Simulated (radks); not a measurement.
The numbers below are computed, except where a source is named.
Question: Fe13+, 13 electrons, occupied as [Ne] 3s2 3p1. Level of theory: non-relativistic Kohn-Sham, PBE, spin-unpolarised, spherical densities, point nucleus (a radial shooting solver on a logarithmic mesh with Libxc functionals). Some entries of the table are withheld. Estimate them.

| orbital | occ. | eigenvalue (hartree) | <r^2> (bohr^2) |
|---|---|---|---|
| 1s | 2 | (1) | 0.004688 |
| 2s | 2 | -43.69446 | 0.08406 |
| 2p | 6 | (2) | 0.06681 |
| 3s | 2 | -14.91974 | 0.5528 |
| 3p | 1 | -13.68969 | 0.5477 |
| 3d | 0 | -11.83544 | 0.4768 |
| 4s | 0 | -7.35315 | 2.073 |

Answer: 
(1) 1s eigenvalue (hartree): -269.4519
(2) 2p eigenvalue (hartree): -39.74439
